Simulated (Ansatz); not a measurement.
Molecule: sum formula SiNH2Br3, charge 0, multiplicity 1. 
Geometry from a B3LYP-D3(BJ)/def2-TZVP (Ansatz, a quantum-chemistry and plane-wave program) optimisation:
SMILES: N[Si](Br)(Br)Br
```xyz
7

Si     0.4875     0.0510    -0.1132
Br     0.1283    -0.5338     2.0094
Br    -0.3743    -1.5419    -1.3891
Br    -0.5237     1.9948    -0.4400
N      2.1117     0.2340    -0.5397
H      2.6984    -0.5716    -0.6911
H      2.6299     1.0507    -0.2557
```

Wanted: vertical ionisation energy (to the doublet state of charge +1; each state is the SCF solution reached for its spin; for the doublet T1 is 0.046), in eV. Valence correlation only, unless marked. Open shells are spin-unrestricted. Spin-orbit coupling is left out. Frozen are the shells of the preceding noble gas and the d and f shells that filled before the atom's block. No relativistic terms. Basis-set limits of correlation are two-point, X^-3; Hartree-Fock from the larger set.

| level | program | vertical ionisation energy (eV) |
|---|---|---|
| B3LYP/def2-TZVPD | Ansatz | ___ |
| PBE0/def2-TZVPD | Ansatz | ___ |
| BHLYP/def2-TZVPD | Ansatz | 10.25 |
| CAM-B3LYP/def2-TZVPD | Ansatz | 10.32 |
| SCS-MP2/def2-SVPD | Ansatz | 10.67 |
| SCS-MP2/def2-TZVPPD | Ansatz | 10.71 |
| CCSD(T)/CBS(def2-TZVPPD,def2-QZVPPD) | Ansatz | 10.57 |

Task: What belongs in the gaps?

Result: 
- B3LYP/def2-TZVPD, vertical ionisation energy (eV): 9.89
- PBE0/def2-TZVPD, vertical ionisation energy (eV): 9.98
